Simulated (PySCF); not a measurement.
**Ag⁺: ionisation energy**

Ag⁺ [Kr] 4d10 (1S) → Ag²⁺ [Kr] 4d9 (2D), as a difference of total energies. All numbers are calculated (PySCF 2.14, scalar relativity through the core potential, in def2-TZVPPD with the def2 core potential (28 electrons) (6s4p3d2f1g, 56 functions)). Correlated levels: valence: 4s2 4p6 frozen. The calculations carry no spin-orbit coupling.

| method | ionisation energy (eV) | difference from reference (eV) |
| --- | --- | --- |
| UHF | 19.735 | -1.749 |
| MP2 (valence) | 21.728 | +0.244 |
| SCS-MP2 (valence) | 21.513 | +0.029 |
| CCSD (valence) | 21.356 | -0.128 |
| CCSD(T) (valence) | 21.450 | -0.034 |

Reference: 21.484 eV (measured; NIST Atomic Spectra Database, ionization energies).

The reference lies between the lowest fine-structure levels, while these numbers refer to the centres of the terms.

Errors of the correlated levels include the incompleteness of this basis and the frozen core.
